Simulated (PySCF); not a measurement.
A structure optimised at PBE0-D3(BJ)/def2-SVP, used in a PySCF frequency run:

```
O
Si 1 1.6348
F 2 1.6209 1 109.68
Si 1 1.6746 2 146.81 3 -75.47
N 4 1.7117 1 114.01 2 -142.11
H 5 1.0134 4 121.01 1 73.80
H 5 1.0135 6 111.23 4 150.71
H 2 1.4831 3 107.62 1 118.44
H 4 1.4865 1 107.04 2 98.71
H 2 1.4877 8 112.80 3 -117.60
H 4 1.4909 9 112.86 1 117.77
```
Charge 0, spin multiplicity 1.

Q: Write its SMILES and formula.

A: N[SiH2]O[SiH2]F, FH₆NOSi₂

Q: What are its rotational constants (standard atomic weights)?

A: 10.121, 1.2793, 1.1946 GHz
